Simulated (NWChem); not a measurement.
# hydrogen sulfate (HSO₄ anion); SMILES O=S(=O)([O-])O

```xyz
6

O     -0.0635    -1.2876    -0.8234
S      0.0060     0.1720     0.0764
O      0.0549    -0.3424     1.4785
O     -1.2442     0.8746    -0.2956
O      1.2498     0.8265    -0.3944
H      0.0091    -1.9670    -0.1399
```
Atoms are numbered in this order, from 1.

Results from NWChem. Sets without diffuse functions describe the anion's extra electron poorly. All runs use the structure optimised with B3LYP/def2-SVPD. GIAO values for the isolated, static molecule; σ is the absolute isotropic shielding.

Task: Among these, which level gives the highest value of “σ O1 (ppm)”?
(A) PBE0/pcSseg-2
(B) PBE0/pcSseg-1
(C) PBE0/cc-pVDZ
(D) PBE0/cc-pVTZ

Result: C, PBE0/cc-pVDZ. Values: PBE0/pcSseg-2 95.2; PBE0/pcSseg-1 101.4; PBE0/cc-pVTZ 107.2; PBE0/cc-pVDZ 124.7
